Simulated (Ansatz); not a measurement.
`C=[N][Al]1[O][C]1=C`, relaxed with RKS PBE0-D4/def2-TZVP in the Gaussian-basis code of Ansatz from a PBE-D4/def2-SVP geometry. The force threshold is 0.005 eV/Å; the program also tests the step.

The species carries charge 0 and has multiplicity 1.

Start:

```xyz
10

C    -0.480    0.324   -3.124
N    -0.337    0.241   -1.874
Al   -0.076    0.080   -0.163
O    -0.582    0.916    1.324
C     0.252   -0.170    1.666
C     0.661   -0.590    2.870
H    -1.306   -0.197   -3.673
H     0.207    0.926   -3.773
H     1.318   -1.466    2.961
H     0.342   -0.062    3.786
```

| step | energy (eV) | largest force (eV/Å) | largest move (Å) |
| --- | --- | --- | --- |
| 1 | -13300.6436 | 0.709 | 0.000 |
| 2 | -13300.7081 | 0.465 | 0.040 |
| 3 (rejected) | -13300.4614 | 2.200 | 0.144 |
| 4 | -13300.7298 | 0.371 | 0.072 |
| 5 | -13300.7311 | 0.274 | 0.006 |
| 6 (rejected) | -13300.7306 | 0.175 | 0.037 |
| 7 | -13300.7326 | 0.124 | 0.014 |
| 8 | -13300.7329 | 0.057 | 0.005 |
| 9 | -13300.7332 | 0.021 | 0.013 |
| 10 | -13300.7333 | 0.007 | 0.006 |
| 11 | -13300.7333 | 0.005 | 0.001 |
| 12 | -13300.7333 | 0.005 | 0.001 |
| 13 | -13300.7333 | 0.002 | 0.002 |

End:

```xyz
10

C    -0.466    0.310   -3.084
N    -0.339    0.256   -1.847
Al   -0.125    0.150   -0.144
O    -0.582    0.918    1.331
C     0.262   -0.185    1.628
C     0.657   -0.592    2.820
H    -1.272   -0.218   -3.616
H     0.217    0.890   -3.722
H     1.305   -1.453    2.913
H     0.342   -0.075    3.721
```

Run time 25 s (4 threads of an Intel Xeon 6975P-C on a shared host); peak host memory 0.57 GiB.
